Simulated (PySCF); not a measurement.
Atom-mapped SMILES (the numbers label the heavy atoms): `[F:1][P@OH8-:2]([F:3])([F:4])([F:5])([F:6])[F:7]`.

Geometry: PBE0-D3(BJ)/def2-SVP; GIAO absolute shieldings from PySCF 2.14, gas phase, non-relativistic, averaged over equivalent atoms.

At PBE0/def2-SVP (102 basis functions, 6.5 s wall time on 1 thread of an Arm Neoverse V1, shared host):
```tsv
atoms	σ (ppm)
F1	278.0
F5/F6	278.0
F3/F4	278.0
F7	278.0
P2	501.5
```

Predict the values at PBE0/cc-pVDZ on the same geometry.

Answers


| atoms | σ at PBE0/cc-pVDZ | change |
| --- | --- | --- |
| F1 | 271.7 | -6.3 |
| F5/F6 | 271.7 | -6.3 |
| F3/F4 | 271.7 | -6.3 |
| F7 | 271.7 | -6.3 |
| P2 | 493.4 | -8.1 |

The largest change is at P2 (phosphorus bonded to 6 F). Cost: 102 basis functions, 6.5 s wall time on 1 thread of an Arm Neoverse V1, shared host.
